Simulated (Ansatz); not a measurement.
Several settings on one geometry of Mg14S14 (that of the charge 0 singlet, PBE-D4/def2-SVP, loosely relaxed). Ansatz on 2 threads of AMD EPYC 7R13 on a shared host and a share (18 GiB) of an NVIDIA H100 80GB HBM3; times are rough.

Cartesian coordinates in Å:
```
Mg 0.364 -5.201 0.198
S 0.033 -4.969 -2.071
Mg 0.251 -2.679 -1.750
S -1.117 -0.642 -1.546
Mg -2.193 1.563 -1.749
S -4.288 2.512 -2.074
Mg -4.312 2.921 0.194
S 1.838 -6.191 1.899
Mg 1.966 -3.890 2.501
S 0.133 -2.785 1.304
Mg -0.829 -0.482 0.911
S -2.342 1.500 1.305
Mg -2.389 3.651 2.487
S -4.450 4.690 1.896
Mg 3.817 -5.533 0.612
S 3.948 -2.969 1.450
Mg 2.232 -1.420 0.716
S 1.354 0.790 1.163
Mg -0.121 2.653 0.708
S -0.594 4.913 1.451
Mg -2.885 6.064 0.602
S 4.908 -5.329 -1.430
Mg 4.033 -3.197 -1.210
S 2.466 -1.392 -1.772
Mg 1.049 0.603 -1.368
S 0.035 2.827 -1.780
Mg -0.751 5.085 -1.210
S -2.157 6.909 -1.436
```

Totals from different functionals, basis sets or treatments of relativity can't be compared as stabilities.

Correlated methods freeze 84 core orbitals; core or outer-core shells of Mg are correlated, in sets that lack core-valence functions.

Problem. Give the basis size and estimate the energy, ⟨S²⟩ and time of these runs.

```json
{"run": "1", "method": "RKS B3LYP5/STO-3G", "charge": "0", "state": "singlet", "further keys": "scf: {omitted_lower_state_checks: [starts]}; forces asked"}
{"run": "2", "method": "RKS PBE0-D4/def2-mTZVP", "charge": "0", "state": "singlet", "further keys": "fitting: {mean_field: def2-universal-jkfit}; scf: {omitted_lower_state_checks: [starts]}"}
{"run": "3", "method": "RHF, rpa/6-31G", "charge": "0", "state": "singlet", "further keys": "–"}
```

Solution. 
```
run  functions  energy (Eh)  ⟨S²⟩  wall time
  1        252   -8279.0957     –       16 s
  2        504   -8374.1713     –       17 s
  3        364   -8362.0642     –       18 s
```

The geometry of the charge 0 singlet is only loosely relaxed.
